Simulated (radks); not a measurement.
Results of a calculation; reference values are marked as such.
Effect of the nuclear size on the calcium ion Ca+, [Ar] 4s1. Code: a radial shooting solver on a logarithmic mesh with Libxc functionals. Model: Dirac Kohn-Sham, BLYP, spin-unpolarised, spherical densities, finite nucleus; Fermi nuclear charge, rms radius 3.4776 fm. The rms radius is varied about that value; shifts are against it.

rms radius (fm)  total energy shift (eV)  density at nucleus (e/bohr^3)  1s1/2 shift (meV)  2s1/2 shift (meV)  2p1/2 shift (meV)  3s1/2 shift (meV)
2.8447                           -0.0100                           6199              -4.22             -0.334              0.052             -0.040
3.255                           -0.00374                           6177              -1.58             -0.125              0.019             -0.015
3.4776                                 0                           6166              0.000              0.000              0.000              0.000
3.6028                           0.00221                           6161              0.932              0.074             -0.011              0.009
4.347                             0.0169                           6131               7.14              0.564             -0.088              0.067

Slopes of the eigenvalues against <r^2> in GHz/fm^2, as finite differences over the two radii next to the reference (eigenvalue slopes, not the field-shift constants of lines): 1s1/2 255, 2s1/2 20.1, 2p1/2 -3.12.
